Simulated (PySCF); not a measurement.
Al(F)(NHMe)(OH) (CH5AlFNO), SMILES C[NH][Al]([OH])[F]. The structure is a stationary point at r2SCAN-D4/def2-SVP. The structure was generated by enumeration; whether it is a known compound was not checked. Other conformers were not sampled.

These are r2SCAN-D4/def2-SVP (PySCF 2.14.0) values and carry that method's errors.

Harmonic wavenumbers (cm⁻¹): 112, 114, 161, 224, 277, 294, 323, 518, 537, 655, 877, 946, 1077, 1138, 1157, 1385, 1447, 1469, 1498, 2981, 3043, 3117, 3593, 3961. Rotational constants (GHz): 6.155, 2.653, 1.876; symmetry number 1.

**Question.** Work out the zero-point energy and the ideal-gas rigid-rotor harmonic-oscillator thermochemistry at 298.15 K and 1 atm.

**Answer.** ZPE = ½ Σ hcν = ½ × 30904 cm⁻¹ = 44.18 kcal/mol. H − E(el) = 49.42 kcal/mol. Entropy in cal/(mol K): translation 39.50, rotation 26.75, vibration 17.24, total 83.50. G − E(el) = 24.53 kcal/mol. Cp = 25.97 cal/(mol K). Modes under 150 cm⁻¹ make the vibrational entropy uncertain.
